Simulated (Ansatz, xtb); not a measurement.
CH2F2Sn: which of two isomers lies lower

We compare I, `[CH2]=[Sn]([F])[F]`, a singlet, with II, `F[CH](F)[SnH]`, a singlet. Both are isolated molecules in the gas phase, relaxed with B3LYP-D3(BJ)/def2-SVP; the shapes shown needn't be the lowest conformers.

I (Å):

```json
{"atom": "C", "x (Å)": "-1.1732", "y (Å)": "-1.5675", "z (Å)": "-0.8808"}
{"atom": "F", "x (Å)": "-0.2514", "y (Å)": "-2.2161", "z (Å)": "-4.1720"}
{"atom": "F", "x (Å)": "-0.1867", "y (Å)": "0.6358", "z (Å)": "-3.3857"}
{"atom": "Sn", "x (Å)": "-1.0248", "y (Å)": "-1.0287", "z (Å)": "-2.8474"}
{"atom": "H", "x (Å)": "-1.6581", "y (Å)": "-0.7739", "z (Å)": "-0.2900"}
{"atom": "H", "x (Å)": "-1.6975", "y (Å)": "-2.5307", "z (Å)": "-0.7743"}
```

II (Å):

```yaml
atoms:
  - { symbol: C, position_ang: [-1.0355, -0.6710, -1.8576] }
  - { symbol: F, position_ang: [-1.8058, 0.1528, -1.0958] }
  - { symbol: F, position_ang: [-1.1575, -0.2558, -3.1809] }
  - { symbol: Sn, position_ang: [-1.8925, -2.7481, -2.1559] }
  - { symbol: H, position_ang: [0.0187, -0.5227, -1.5643] }
  - { symbol: H, position_ang: [-0.2591, -3.3501, -2.5877] }
```

Q: Estimate which is lower in electronic energy at CCSD(T)/def2-TZVP, and by roughly how much.

A: The CCSD(T)/def2-TZVP calculation puts structure I lower, by 107.5 kJ/mol.

The same difference at several levels:

```tsv
level	geometry	E(II) − E(I) (kJ/mol)	departure from the last row (kJ/mol)	job, with rough time for the two
GFN2-xTB	GFN2-xTB	+1.1	−106.4	optimisation, 0.52 s
HF/STO-3G	GFN2-xTB	−268.5	−376.1	single point, 4.2 s
r2SCAN-D4/def2-SVP	GFN2-xTB	+9.0	−98.5	single point, 7.8 s
B3LYP-D3(BJ)/def2-SVP	B3LYP-D3(BJ)/def2-SVP	+35.3	−72.3	optimisation, 2.4 min
HF/def2-TZVP	B3LYP-D3(BJ)/def2-SVP	+53.6	−53.9	part of the CCSD(T) run
MP2/def2-TZVP	B3LYP-D3(BJ)/def2-SVP	+114.2	+6.7	part of the CCSD(T) run
CCSD(T)/def2-TZVP	B3LYP-D3(BJ)/def2-SVP	+107.5		single point, 6.2 min
```

As drawn, II has 2 C–F, 1 C–Sn, 1 Sn–H in place of 1 C=Sn, 2 F–Sn, 1 C–H.

HF/STO-3G puts the two in the other order. GFN2-xTB finds them nearly level. The largest departure from CCSD(T)/def2-TZVP is that of HF/STO-3G, 376.1 kJ/mol.

With harmonic frequencies from B3LYP-D3(BJ)/def2-SVP (ideal gas, rigid rotor, one conformer each, 298.15 K, 1 atm): on the last row, ΔE + ΔZPE = +106.0, ΔH = +105.1, ΔG = +105.6 kJ/mol.

The correlated steps freeze 7 core orbitals; the filled d shell of Sn is correlated, in a basis made for valence electrons. Atoms past krypton carry core potentials in the def2 sets, other sets are all-electron and non-relativistic, and no spin–orbit term is included. Mirror images aren't counted in ΔG. Run with Ansatz 0.2.0, xtb 6.7.1; the last row on 1 thread of Intel(R) Xeon(R) Processor @ 2.50GHz (Skylake/Cascade Lake) on a shared host.
